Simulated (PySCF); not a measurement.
hydrogen peroxide (H$_{2}$O$_{2}$), singlet, geometry from GFN2-xTB. Base run: R2SCAN/6-311G** (PySCF).

Geometry (Å):
```xyz
4

O     -0.0231     0.7100    -0.0126
O      0.0231    -0.7100     0.0126
H      0.9139     0.9425    -0.0326
H     -0.9139    -0.9425     0.0326
```
Charge 0, spin multiplicity 1.
All else is at PySCF's defaults.

Variants of this job, named by their change:

```csv
change,E (Eh),HOMO (eV),HOMO-LUMO gap (eV)
base,-151.51327,-5.49,5.63
functional = pbe0,-151.42636,-7.03,8.09
functional = revpbe,-151.54405,-4.94,4.71
functional = mn15,___,___,___
functional = pw6b95,-151.74739,-7.24,8.32
functional = blyp,___,___,___
functional = b3lyp5,___,___,___
functional = b3lyp,-151.58949,-6.73,7.35
functional = lc_wpbe,-151.50111,-10.00,13.46
functional = bp86,-151.59576,-5.15,4.77
functional = pbe,-151.43301,-4.98,4.69
functional = bhandhlyp,___,___,___
functional = m062x,-151.52594,-9.04,11.03
```

**Question.** Fill in the missing entries.

**Answer.** 
- functional = mn15, E (Eh): -151.43664
- functional = mn15, HOMO (eV): -8.11
- functional = mn15, HOMO-LUMO gap (eV): 10.24
- functional = blyp, E (Eh): -151.56929
- functional = blyp, HOMO (eV): -4.92
- functional = blyp, HOMO-LUMO gap (eV): 4.64
- functional = b3lyp5, E (Eh): -151.52215
- functional = b3lyp5, HOMO (eV): -6.63
- functional = b3lyp5, HOMO-LUMO gap (eV): 7.34
- functional = bhandhlyp, E (Eh): -151.50623
- functional = bhandhlyp, HOMO (eV): -9.01
- functional = bhandhlyp, HOMO-LUMO gap (eV): 11.07

Absolute energies of different levels of theory aren't comparable as measures of quality.
